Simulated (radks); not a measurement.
Spherical quantum dot in the effective-mass picture: electrons in a parabolic well V = omega^2 r^2 / 2 with omega = 1.01, with a point charge +2 (a donor) at the centre, all in effective atomic units (hartree* = m*/eps^2 hartree, bohr* = eps/m* bohr), one dielectric constant everywhere. Method: non-relativistic Kohn-Sham, LDA (Slater exchange, Perdew-Wang correlation), spin-polarised, spherical densities; computed with a radial shooting solver with Libxc functionals. Levels are named by radial order and angular momentum (1s, 1p, 1d, 2s, ...), and open shells are averaged over m.

N = 19, configuration 1s2 1p6 1d(up 5, down 4) 2s2. This is the lowest configuration that the search found. Occupied and some empty levels:

level    occupation  eigenvalue (hartree*)  <r> (bohr*)
1s up             1                 8.6207       0.9484
1s down           1                 8.6260       0.9436
1p up             3                 9.6907        1.918
1p down           3                 9.7052        1.916
2s up             1                 9.8789        1.975
2s down           1                 9.8916        1.978
1d up             5                 10.306        2.271
1d down           4                 10.322        2.273
1f up             0                 10.942        2.518
1f down           0                 10.956        2.520
2p up             0                 10.988        2.182
2p down           0                 10.998        2.184
1g up             0                 11.617        2.720
1g down           0                 11.630        2.722

Energy (hartree*): total 109.929, kinetic 20.266, external 17.806, Hartree 80.886, exchange-correlation -9.0288.
